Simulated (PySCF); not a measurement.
# NaSe₂: from structure and modes to constants

Method: UB3LYP/[Na def2-SVP, Se def2-SVP], no relativity, density fitting, PySCF.

The doublet minimum has C2v symmetry. Masses (u): Na 22.98977, Se 79.91652.

```xyz
3
charge 0 multiplicity 2, angstrom
Na    0.0000    0.0000   -2.1646
Se    1.1657    0.0000    0.3102
Se   -1.1657    0.0000    0.3102
```

Harmonic wavenumbers (cm⁻¹): 144.5 (b2, ×1), 248.7 (a1, ×1), 309.7 (a1, ×1).

Find the principal moments of inertia and the rotational constants. What kind of rotor is it?

About the centre of mass I = 123.1, 217.2, 340.3 u Å². With B = 16.8576/I this gives 0.1369, 0.07761, 0.04954 cm⁻¹. The molecule is an asymmetric top with κ = -0.36.

Find the vibrational entropy and heat capacity at 298.15 K.

With u = 1.43878 ω/T, each mode gives S = R[u/(eᵘ−1) − ln(1−e⁻ᵘ)] and C = R u² eᵘ/(eᵘ−1)².
```tsv
ω (cm⁻¹)	u	S (J/(mol K))	C (J/(mol K))
144.5	0.697	11.48	7.99
248.7	1.200	7.28	7.38
309.7	1.494	5.71	6.93
```
The sums over all modes are S = 24.5 and C = 22.3 J/(mol K); the softest mode gives 47 % of the entropy.

Only a few start shapes were tried, so a lower isomer may exist.
